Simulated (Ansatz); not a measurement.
Coupled-cluster run, C2H4BBrO, SMILES `OB1CC1Br`.

```yaml
crystal:
  periodic: [false, false, false]
  atoms:
    - {symbol: O, position_ang: [0.999456, 1.792908, 0.173642]}
    - {symbol: B, position_ang: [0.449743, 0.577454, 0.160526]}
    - {symbol: C, position_ang: [0.617778, -0.909540, -0.106064]}
    - {symbol: C, position_ang: [-0.791725, -0.307088, 0.166177]}
    - {symbol: Br, position_ang: [-2.043444, -0.187024, -1.290695]}
    - {symbol: H, position_ang: [0.358964, 2.500313, 0.299796]}
    - {symbol: H, position_ang: [0.837941, -1.230223, -1.121780]}
    - {symbol: H, position_ang: [0.950733, -1.624721, 0.640345]}
    - {symbol: H, position_ang: [-1.291046, -0.658378, 1.060954]}
basis:
  gaussian: {orbitals: def2-TZVPP}
correlation: {method: ccsd_t}
```

```sh
$ ansatz run in.yaml --threads 4 --pin off --events-out ev --progress --plain --max-ram 10444MiB
```

The program prints (abridged):

```
Functional definition: HF
1413 factors; integrals over basis functions are off by at most 1.1e-3 eV
mean field evaluation 1: about -74830.3146 eV, gradient 3.9e1 eV
mean field evaluation 2: about -74830.5347 eV, gradient 3.9e1 eV
mean field evaluation 4: about -74833.9689 eV, gradient 4.0e0 eV
mean field evaluation 8: about -74834.0308 eV, gradient 2.9e-1 eV
mean field -74834.03135488 eV, -2750.0999279635 hartree, gradient 3.7e-6 eV, S^2 0.000000; 0 other end points of the search recorded, 0 dependent functions left out
13 core orbitals not correlated: weight in the atoms' cores, before any rotation towards them, 1.000 or more for the frozen orbitals, at most 0.000 for the correlated occupied ones
reference -74834.03135488 eV, -2750.0999279635 hartree; 19, 19 occupied and 196, 196 virtual orbitals, 1413 factors
second order -25.53171521 eV of doubles, -0.00000000 eV of singles
cycle   1  -25.53411704 eV  change   -2.4e-3 eV  update   1.0e-1
cycle   2  -26.11007812 eV  change   -5.8e-1 eV  update   2.9e-2
cycle   3  -26.22420205 eV  change   -1.1e-1 eV  update   1.5e-2
cycle   4  -26.20945483 eV  change    1.5e-2 eV  update   3.8e-3
cycle   5  -26.20950336 eV  change   -4.9e-5 eV  update   1.9e-3
cycle   6  -26.21021484 eV  change   -7.1e-4 eV  update   5.5e-4
cycle   7  -26.20987982 eV  change    3.4e-4 eV  update   2.3e-4
cycle   8  -26.20982041 eV  change    5.9e-5 eV  update   6.8e-5
cycle   9  -26.20985266 eV  change   -3.2e-5 eV  update   2.8e-5
perturbative correction -1.06205790 eV, -0.0390299079 hartree
Total energy: -74861.30326543 eV, -2751.1021521908 hartree
```

Run time 2.6 min (4 threads of an Arm Neoverse V2 on a shared host); peak host memory 4.1 GiB.

MP2 recovers 93.6 % of the CCSD(T) correlation energy and the triples give 3.9 %; T1 = 0.0104.
